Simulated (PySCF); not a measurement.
C$_{2}$H$_{8}$Si$_{2}$, singlet, geometry from GFN2-xTB; PBE/STO-3G run with PySCF.

Input for PySCF:
```python
from pyscf import gto, scf, dft

mol = gto.Mole()
mol.atom = '''
    C     0.25209438    0.38514971    1.24640713
    Si    1.34551195   -0.26633688   -0.18984983
    C    -0.25362570   -0.39526463   -1.24292497
    Si   -1.34479007    0.27110514    0.18820832
    H     0.49999714    1.38792267    1.58498194
    H     0.25076462   -0.24475418    2.13240670
    H     2.32827527    0.69774529   -0.69174618
    H     2.00712496   -1.54626746    0.07700294
    H    -0.25648887    0.22053274   -2.13870826
    H    -0.50035246   -1.40385890   -1.56485572
    H    -1.98651303    1.55971117   -0.08540501
    H    -2.34372596   -0.67709734    0.68841186
'''
mol.basis = 'sto-3g'
mol.verbose = 4
mol.symmetry = True
mol.symmetry_subgroup = 'Cs'
mol.build()

mf = dft.RKS(mol)
mf.xc = 'pbe'
mf.kernel()
mf.analyze()
```

The log (banner, timings and long lists left out):

```
PySCF version 2.14.0

[INPUT] verbose = 4
[INPUT] num. atoms = 12
[INPUT] num. electrons = 48
[INPUT] charge = 0
[INPUT] spin (= nelec alpha-beta = 2S) = 0
[INPUT] symmetry True subgroup Cs
[INPUT] Mole.unit = angstrom
[INPUT] Symbol           X                Y                Z      unit          X                Y                Z       unit  Magmom
[...]
nuclear repulsion = 217.220336050941
point group symmetry = C2v, use subgroup Cs
symmetry origin: [2.75585075e-09 4.33062236e-09 3.54323646e-09]
symmetry axis x: [-0.14170305 -0.93599712  0.32222605]
symmetry axis y: [ 0.97144362 -0.19406543 -0.13651336]
symmetry axis z: [-0.19030905 -0.29368008 -0.9367681 ]
num. orbitals of irrep A' = 25
num. orbitals of irrep A" = 11
number of shells = 24
number of NR pGTOs = 108
number of NR cGTOs = 36
basis = sto-3g
ecp = {}

******** <class 'pyscf.dft.rks_symm.SymAdaptedRKS'> ********
method = SymAdaptedRKS
initial guess = minao
damping factor = 0
level_shift factor = 0
DIIS = <class 'pyscf.scf.diis.CDIIS'>
diis_start_cycle = 1
diis_space = 8
diis_damp = 0
SCF conv_tol = 1e-09
SCF conv_tol_grad = None
SCF max_cycles = 50
direct_scf = True
direct_scf_tol = 1e-13
XC library pyscf.dft.libxc version 7.1.2
    S. Lehtola, C. Steigemann, M. J. T. Oliveira, and M. A. L. Marques,  SoftwareX 7, 1–5 (2018)
XC functionals = pbe
    J. P. Perdew, K. Burke, and M. Ernzerhof,  Phys. Rev. Lett. 77, 3865 (1996)
    J. P. Perdew, K. Burke, and M. Ernzerhof,  Phys. Rev. Lett. 78, 1396 (1997)
    J. P. Perdew, K. Burke, and M. Ernzerhof,  Phys. Rev. Lett. 77, 3865 (1996)
    J. P. Perdew, K. Burke, and M. Ernzerhof,  Phys. Rev. Lett. 78, 1396 (1997)
radial grids:
    Treutler-Ahlrichs [JCP 102, 346 (1995); DOI:10.1063/1.469408] (M4) radial grids

becke partition: Becke, JCP 88, 2547 (1988); DOI:10.1063/1.454033
pruning grids: <function nwchem_prune>
grids dens level: 3
symmetrized grids: True
atomic radii adjust function: <function treutler_atomic_radii_adjust>
small_rho_cutoff = 0
Freeze 0 electrons in irreps []
    48 free electrons in irreps A' A"
Set gradient conv threshold to 3.16228e-05
Initial guess from minao.
tot grids = 145064
init E= -651.65747795135
HOMO (A') = -0.305860515675981  LUMO (A") = 0.0770915934279568  gap/eV = 10.42066
cycle= 1 E= -651.844292429574  delta_E= -0.187  |g|= 0.526  |ddm|= 4.03
HOMO (A") = -0.110198532087682  LUMO (A") = 0.23442351926628  gap/eV = 9.37764
cycle= 2 E= -651.713026823263  delta_E= 0.131  |g|= 0.818  |ddm|= 1.91
HOMO (A') = -0.165328752637385  LUMO (A") = 0.194641599165688  gap/eV = 9.79529
cycle= 3 E= -651.933476940358  delta_E= -0.22  |g|= 0.0262  |ddm|= 1.21
HOMO (A') = -0.161959055269818  LUMO (A") = 0.199055514374885  gap/eV = 9.82371
cycle= 4 E= -651.933755217446  delta_E= -0.000278  |g|= 0.00807  |ddm|= 0.063
HOMO (A') = -0.163065164650606  LUMO (A") = 0.197276823073087  gap/eV = 9.80540
cycle= 5 E= -651.933781273406  delta_E= -2.61e-05  |g|= 0.001  |ddm|= 0.0147
HOMO (A') = -0.163003764013073  LUMO (A") = 0.197357567715399  gap/eV = 9.80593
cycle= 6 E= -651.933781774097  delta_E= -5.01e-07  |g|= 6.48e-05  |ddm|= 0.00229
HOMO (A') = -0.163012154594007  LUMO (A") = 0.197351390292757  gap/eV = 9.80599
cycle= 7 E= -651.933781776228  delta_E= -2.13e-09  |g|= 7.07e-06  |ddm|= 0.000156
HOMO (A') = -0.163012019821352  LUMO (A") = 0.197351783152367  gap/eV = 9.80600
cycle= 8 E= -651.933781776248  delta_E= -2e-11  |g|= 2.99e-07  |ddm|= 1.44e-05
HOMO (A') = -0.163012081330894  LUMO (A") = 0.19735171376408  gap/eV = 9.80600
Extra cycle  E= -651.933781776251  delta_E= -3.07e-12  |g|= 2.64e-07  |ddm|= 1.05e-06
converged SCF energy = -651.933781776251
**** SCF Summaries ****
Total Energy =                        -651.933781776250953
Nuclear Repulsion Energy =             217.220336050940517
One-electron Energy =                -1336.457822859048065
Two-electron Energy =                  467.303705031856566
Two-electron Coulomb Energy =          522.674292969538214
DFT Exchange-Correlation Energy =      -55.370587937681620
HOMO-LUMO gap [eV] =                     9.805998335961533
Wave-function symmetry = A'
occupancy for each irrep:     A'   A"
                              17    7
**** MO energy ****
[...]
 ** Mulliken pop on meta-lowdin orthogonal AOs  **
 ** Mulliken pop  **
[...]
 ** Mulliken atomic charges  **
charge of    0C =     -0.36351
charge of    1Si =      0.51236
charge of    2C =     -0.36351
charge of    3Si =      0.51235
charge of    4H =      0.03848
charge of    5H =      0.03855
charge of    6H =     -0.11295
charge of    7H =     -0.11293
charge of    8H =      0.03848
charge of    9H =      0.03855
charge of   10H =     -0.11295
charge of   11H =     -0.11293
Dipole moment(X, Y, Z, Debye): -0.00062, -0.00407,  0.00140
```
